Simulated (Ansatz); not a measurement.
Clusters of 6 atoms, II-VI: gap (eV) at several levels, gas phase, relaxed structures; Ansatz. Clusters are the lowest isomers that short searches found in that spin, judged at the geometry's level. Core potentials for Cd, Hg, Sr, Te in the def2 sets, no spin–orbit coupling. HOMO and LUMO are taken over both spins. The structures are stationary points that may keep the symmetry of their start.

| species | state | geometry | PBE-D4/def2-SVP | PBE-D4/def2-TZVP | r2SCAN-D4/def2-TZVP | PBE0-D4/def2-SVP | PBE0-D4/def2-TZVP |
| --- | --- | --- | --- | --- | --- | --- | --- |
| Be3O3 | singlet | r2SCAN-D4/def2-SVP | 4.93 | 4.75 | 5.58 | 7.31 | 7.05 |
| Be3Se3 | singlet | PBE0-D4/def2-SVP | 2.76 | 2.86 | 3.39 | 4.51 | 4.63 |
| Cd3Te3 | singlet | PBE-D4/def2-SVP | 1.60 | 1.63 | 1.89 | 3.04 | 3.07 |
| Zn3Se3 | singlet | PBE-D4/def2-SVP | 3.01 | 2.84 | 3.30 | 4.86 | 4.62 |
| Hg3S3⁺ | doublet | r2SCAN-D4/def2-SVP | 1.00 | 1.03 | 1.50 | 3.10 | 3.14 |
| Sr3Te3 | singlet | PBE-D4/def2-SVP | 1.89 | 1.92 | 2.47 | 3.31 | 3.34 |
| Mg3O3⁺ | doublet | r2SCAN-D4/def2-SVP | 0.90 | 0.93 | 1.58 | 2.35 | 2.40 |
